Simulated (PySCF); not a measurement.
## [HfCl3(NH3)]+ at several levels of theory

Computed with PySCF 2.14.0 (density fitting, no spin-orbit coupling) at the geometry relaxed with PBE0:

```xyz
8
[HfCl3(NH3)]+ (singlet)
Hf   -0.0096    0.0096   -0.0096
Cl    1.1924    1.5548    1.1924
Cl   -1.5548   -1.1924    1.1924
Cl    1.1924   -1.1924   -1.5548
N    -1.3192    1.3192   -1.3192
H    -1.9397    1.9397   -0.7821
H    -0.7821    1.9397   -1.9397
H    -1.9397    0.7821   -1.9397
```

```tsv
level	basis	state	HOMO (eV)	gap (eV)	charge on Hf1 (e)	dipole about the centre of mass (D)	largest force component (eV/Å)
PBE0	Hf def2-SVP with ECP60, Cl def2-SVP, N def2-SVP, H def2-SVP	singlet	-13.97	6.96	1.00	7.33	0.01
TPSS	the same	singlet	-12.74	5.00	0.97	7.22	0.22
M06-L	the same	singlet	-12.98	5.27	1.22	7.27	0.13
```

Charges are Mulliken's, which hang on the basis. The relaxation used the grid (50, 194), these runs (75, 302) or, all-electron (x2c bases, spin-free X2C Hamiltonian), (99, 590).

Q: What does PBE0 with Hf def2-TZVP with ECP60, Cl def2-TZVP, N def2-TZVP, H def2-TZVP give here?

A: state singlet, HOMO (eV) -13.87, gap (eV) 6.98, charge on Hf1 (e) 1.24, dipole about the centre of mass (D) 7.07, largest force component (eV/Å) 0.23. Time: 18 s on 2 threads of Arm Neoverse V1 (shared host), from free ions and atoms.

In the first row's basis the gap widens with exact exchange: 5.0 to 5.3 eV for TPSS, M06-L (none); 7.0 eV for PBE0 (a fixed share).
